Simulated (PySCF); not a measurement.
SMILES [CH]=C[Si](OC)(OC)OC, doublet at its GFN2-xTB optimised geometry (Å):

```
20

C      1.4293    -1.9279     0.7340
C      0.7742    -1.0814     0.0000
Si    -1.1329    -1.0814     0.0000
O     -1.6041    -1.8554     1.3447
C     -0.9418    -2.9305     1.9400
O     -1.7575    -1.8440    -1.2867
C     -1.9101    -1.3504    -2.5888
O     -1.7841     0.4077     0.0000
C     -1.7351     1.3684     1.0198
H      2.4595    -2.1457     0.9260
H      1.2730    -0.3449    -0.6408
H     -1.3037    -3.8758     1.5327
H     -1.1119    -2.8889     3.0160
H      0.1558    -2.8255     1.7124
H     -0.9547    -1.3772    -3.1185
H     -2.2797    -0.3246    -2.5717
H     -2.6267    -1.9907    -3.1037
H     -0.7370     1.8083     1.0832
H     -2.4595     2.1457     0.7745
H     -1.9870     0.9230     1.9827
```

Method: PySCF with unrestricted PBE0/def2-SVP. Cells within 0.4 Å of a nucleus heavier than hydrogen are left out (blank, or x).

Map of the spin density (e/bohr³), clipped to [-0.05, 0.10] on the plane z = 0.8 Å:

```
|000000000000000000000000000|
|000000000000000000000000000|
|000000000000000000000000000|
|000000000000000000000000000|
|000000000000000000000000000|
|000000000000000000000000000|
|000000000000000000000000000|
|000000000000000000000000000|
|000000000000000000000000000|
|00000000x000000000000000000|
|00000000x000000000000000000|
|000000000000000000000000000|
|000000000000000000000000000|
|000000000000000000000000000|
|000000000000000000000000000|
|000000000000000000000000000|
|000000000000000000000000000|
|000000000000000001210000000|
|00000000000000013xx21000000|
|00000000000000149xx01100000|
|000000000000000389200000000|
|000000000000000133100000000|
|000000000000000011000000000|
|000000000000000000000000000|
|000000000000000000000000000|
|000000000000000000000000000|
|000000000000000000000000000|
```
Scale: ten equal steps from -0.003 (start of '0') to 0.100 (end of '9'), in the order '0123456789'; x runs from -4.50 to 4.50, y from -4.50 (bottom) to 4.50 (top).
